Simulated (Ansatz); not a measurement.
Input file for Ansatz (an electronic-structure program): U-CCSD(T)/cc-pVDZ on O (SMILES [O]).

Ansatz 0.2 input:
```yaml
crystal:
  periodic: [false, false, false]
  atoms:
    - {symbol: O, position_ang: [0.00000000, 0.00000000, 0.00000000]}
basis:
  gaussian:
    orbitals: cc-pVDZ
magnetization: {spin_polarized: true, initial_magnetization: 2}
correlation: {method: ccsd_t, electrons: outside_noble_gas}
scf: {omitted_lower_state_checks: [cluster_reference]}
```

It printed:

```
WARN ansatz: RAYON_NUM_THREADS=4 ignored (pool sized by the plan → 4); use --threads N
Functional definition: HF
these checks for a lower state are left out or cut short: cluster_reference
integrals: 0.00 GiB planned
71 factors; integrals over basis functions are off by at most 1.5e-4 eV
mean field: 0.04 GiB planned
mean field evaluation 1: about -2034.9853 eV, gradient 7.1e0 eV
mean field evaluation 2: about -2034.9858 eV, gradient 7.1e0 eV
mean field evaluation 4: about -2035.1955 eV, gradient 6.2e-1 eV
mean field evaluation 8: about -2035.1985 eV, gradient 5.1e-4 eV
mean field evaluation 16: about -2035.1985 eV, gradient 3.6e-6 eV
mean field -2035.19851766 eV, -74.7921660167 hartree, gradient 1.6e-6 eV, S^2 2.004367; 3 other end points of the search recorded, 0 dependent functions left out
1 core orbitals not correlated
reference -2035.19851766 eV, -74.7921660167 hartree; 4, 2 occupied and 9, 11 virtual orbitals, 71 factors
second order -2.77460529 eV of doubles, -0.00000000 eV of singles
coupled cluster: 0.04 GiB planned
cycle   1  -3.10601314 eV  change   -3.3e-1 eV  update   2.3e-2
cycle   2  -3.18034958 eV  change   -7.4e-2 eV  update   6.9e-3
cycle   3  -3.18446163 eV  change   -4.1e-3 eV  update   1.9e-3
cycle   4  -3.18462504 eV  change   -1.6e-4 eV  update   5.9e-4
cycle   5  -3.18464031 eV  change   -1.5e-5 eV  update   8.6e-5
cycle   6  -3.18466110 eV  change   -2.1e-5 eV  update   9.7e-6
cycle   7  -3.18465709 eV  change    4.0e-6 eV  update   1.4e-6
perturbative correction -0.02039897 eV, -0.0007496485 hartree
Total energy: -2038.40357372 eV, -74.9099496547 hartree
Checks for a lower state left out: cluster_reference
```

The run converged.

Cost: about 0.25 core-seconds (a rough figure).
